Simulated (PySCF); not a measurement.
These are PBE-D3(BJ)/def2-TZVP run with PySCF 2.14.0 values and carry that method's errors. Isolated molecules, 0 K electronic values unless said otherwise. Delta-SCF ions had no search for a lower state. 

Reference species (SMILES): `FC=C=CF` (neutral, multiplicity 1).

```
Quantity                                   Value
--------------------------------------  --------
S1 oscillator strength                     0.002
vertical ionisation energy (Delta-SCF)  10.37 eV
HOMO                                    -6.94 eV
```

After one change: the S1 oscillator strength hardly moves; the vertical ionisation energy (Delta-SCF) rises by 0.91 eV; the HOMO falls by 0.69 eV.

**Question.** Name the change that produced these shifts. The new species is one of these.
(A) `C#CC(F)F`
(B) `FC#CCF`
(C) `FC1=C[C@@H]1F`

**Answer.** A, `C#CC(F)F`
